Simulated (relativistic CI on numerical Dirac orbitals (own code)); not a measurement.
**Line list: Forbidden lines, Pm31+**

Calculated at this level of theory: Dirac-Coulomb-Breit CI, KLI orbitals optimised for each configuration, QED by a radiative potential, unscaled Slater integrals (own radial code, finite nucleus).

Configurations in the expansion (outside the closed core [Ar]): 3d10.4s2, 3d10.4s.4p, 3d10.4p2, 3d10.4s.4d, 3d10.4d2, 3d10.4s.4f, 3d10.4p.4d, 3d10.4f2, 3d10.4p.4f, 3d10.4d.4f, 3d10.4s.5s, 3d10.4s.5p, 3d10.4s.5d, 3d10.4s.5f, 3d10.4s.5g, 3d10.4s.6s, 3d10.4s.6p, 3d10.4s.6d, 3d10.4s.6f, 3d10.4s.7s, 3d9.4s2.4p, 3d9.4s2.4d, 3d9.4s2.4f, 3d9.4s2.5s, 3d9.4s2.5p, 3d9.4s2.5d. Double excitations out of closed p, d and f shells are left out; levels of such configurations are missing from the list, as are those of other unlisted configurations, and high levels can miss mixing partners. These lack a partner that the ground configuration has and come out too high: 3d9.4s2.4p, 3d9.4s2.4d, 3d9.4s2.4f, 3d9.4s2.5s, 3d9.4s2.5p.

```
λ vac (Å)                 Lower                   Upper  Type   A (s⁻¹)  log gf
   13.764  3d10.4s.4p 3P°_1 [3]  3d9.4s2.4p 3D°_3 [126]    E2  2.26e+07   -5.35
   13.861  3d10.4s.4p 3P°_2 [4]  3d9.4s2.4p 3D°_2 [130]    E2  5.55e+08   -4.10
   13.891  3d10.4s.4p 3P°_2 [4]  3d9.4s2.4p 3F°_3 [128]    E2  3.40e+08   -4.16
   13.908  3d10.4s.4p 3P°_0 [2]  3d9.4s2.4p 3F°_2 [121]    E2  3.33e+08   -4.32
   13.943  3d10.4s.4p 3P°_2 [4]  3d9.4s2.4p 3P°_0 [127]    E2  8.09e+08   -4.63
   13.977  3d10.4s.4p 3P°_1 [3]  3d9.4s2.4p 3F°_2 [121]    E2  4.80e+08   -4.15
   14.082  3d10.4s.4p 1P°_1 [5]  3d9.4s2.4p 3D°_2 [130]    E2  2.57e+08   -4.42
   14.113  3d10.4s.4p 1P°_1 [5]  3d9.4s2.4p 3F°_3 [128]    E2  4.39e+08   -4.04
   14.252  3d10.4s.4p 3P°_2 [4]  3d9.4s2.4p 3D°_3 [126]    E2  4.68e+08   -4.00
   14.283  3d10.4s.4p 3P°_2 [4]  3d9.4s2.4p 1D°_2 [124]    E2  2.55e+08   -4.41
   14.311  3d10.4s.4p 3P°_0 [2]  3d9.4s2.4p 3P°_2 [119]    E2  4.65e+08   -4.15
   14.311  3d10.4s.4p 3P°_2 [4]  3d9.4s2.4p 3F°_4 [123]    E2  7.85e+08   -3.66
   14.371  3d10.4s.4p 3P°_1 [3]  3d9.4s2.4p 3F°_3 [120]    E2  7.37e+08   -3.80
   14.384  3d10.4s.4p 3P°_1 [3]  3d9.4s2.4p 3P°_2 [119]    E2  3.08e+08   -4.32
   14.486  3d10.4s.4p 1P°_1 [5]  3d9.4s2.4p 3D°_3 [126]    E2  2.89e+08   -4.20
   14.518  3d10.4s.4p 1P°_1 [5]  3d9.4s2.4p 1D°_2 [124]    E2  5.20e+08   -4.09
   15.160  3d10.4s.4p 1P°_1 [5]  3d9.4s2.4p 3F°_3 [120]    E2  2.47e+07   -5.23
   402.03  3d10.4s.4p 3P°_1 [3]    3d10.4s.4p 3P°_2 [4]    M1  1.72e+05   -4.68
```

Terms are leading LS components. Brackets give the number of a level in order of energy, since labels repeat. The list gives strong lines, with weight on those to low levels, among the lowest 168 of 202 levels, so that lines to higher ones, which can be the strongest, are missing. Levels whose partners in the same complex of configurations lie outside the list can be far off, and so can their lines. Rates are taken at the computed energies, electric ones in the length gauge.

At this charge energies of transitions that change n are usually good to better than 1 %, and those within a shell (Δn = 0) to a few per cent.

LS names give the leading component of a level, which can be under half, so a name can repeat, a term be missing and a line seem to break the LS rules.
